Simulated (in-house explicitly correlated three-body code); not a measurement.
Computed with an exponentially correlated three-body code. Model: two electrons around a point charge, non-relativistic, variational in 260 exponentially correlated functions (energies converged to about 1e-7 hartree, or 1e-8 relative for large Z).

Command:
```bash
python run_hyl.py task.json out
```
Settings (lengths in bohr, energies in hartree):
```
Z                      1
screening              0.8
interaction_strength   1
functions              260
states_tried           1
```

Run time, properties included: 5.2 s on 1 thread of Intel(R) Xeon(R) 6975P-C (Granite Rapids) (shared host).

**Ground state only, binding against the one-electron ion.**

Given: nuclear charge 1; Yukawa screening of all interactions 0.8 1/bohr.

Computed: one-electron threshold -0.0447043045 hartree.

```tsv
term	energy (hartree)	binding (eV)
1 1S	-0.047353173	0.072079
```

**Converged states only, values per electron or pair (inverse distances are <exp(-kr)/r>).**

| term | mean r (bohr) | mean r squared (bohr²) | mean inverse r (1/bohr) | mean r12 (bohr) | mean inverse r12 (1/bohr) | mean cosine | mean p1 dot p2 (bohr⁻²) | delta r1 (bohr⁻³) | delta r12 (bohr⁻³) |
| --- | --- | --- | --- | --- | --- | --- | --- | --- | --- |
| 1 1S | 6.1486 | 78.303 | 0.15356 | 10.327 | 0.011362 | -0.025123 | 0.0024962 | 0.077816 | 0.00046806 |
